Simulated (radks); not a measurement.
Results of a calculation; reference values are marked as such.
Effect of the nuclear size on neutral neon, [Ne]. Code: a radial shooting solver on a logarithmic mesh with Libxc functionals. Model: Dirac Kohn-Sham, exchange-only LDA, spin-unpolarised, spherical densities, finite nucleus; Fermi nuclear charge, rms radius 3.0055 fm. The rms radius is varied about that value; shifts are against it.

[
 {"rms radius (fm)": "2.6028", "total energy shift (eV)": "-0.000294", "density at nucleus (e/bohr^3)": "640", "1s1/2 shift (meV)": "-0.121"},
 {"rms radius (fm)": "2.711", "total energy shift (eV)": "-0.000219", "density at nucleus (e/bohr^3)": "639.8", "1s1/2 shift (meV)": "-0.090"},
 {"rms radius (fm)": "3.0055", "total energy shift (eV)": "0", "density at nucleus (e/bohr^3)": "639.3", "1s1/2 shift (meV)": "0.000"},
 {"rms radius (fm)": "3.1888", "total energy shift (eV)": "0.000148", "density at nucleus (e/bohr^3)": "639.1", "1s1/2 shift (meV)": "0.061"},
 {"rms radius (fm)": "3.3271", "total energy shift (eV)": "0.000265", "density at nucleus (e/bohr^3)": "638.9", "1s1/2 shift (meV)": "0.109"}
]

Slopes of the eigenvalues against <r^2> in GHz/fm^2, as finite differences over the two radii next to the reference (eigenvalue slopes, not the field-shift constants of lines): 1s1/2 13.0.
